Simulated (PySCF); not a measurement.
**Correlation energy of In (indium, neutral)**

[Kr] 4d10 5s1 5p1 6s1, high-spin 4P determinant (an excited configuration). Calculation: PySCF 2.14, in dyall-av2z; no relativity, point nucleus. Frozen: [Kr] 4d10; 3 electrons correlated; the 62 highest virtual orbitals of each spin left out.

```csv
level,correlation energy (mhartree)
CCSD,-9.10
(T),-0.06
CCSD(T),-9.16
```

Diagnostics: T1 = 0.010, D1 = 0.0233, largest double amplitude 0.043.

**Question.** Is a single reference adequate?

**Answer.** Yes, within this model without spin-orbit coupling: T1 lies below 0.03 and no double amplitude reaches 0.07.
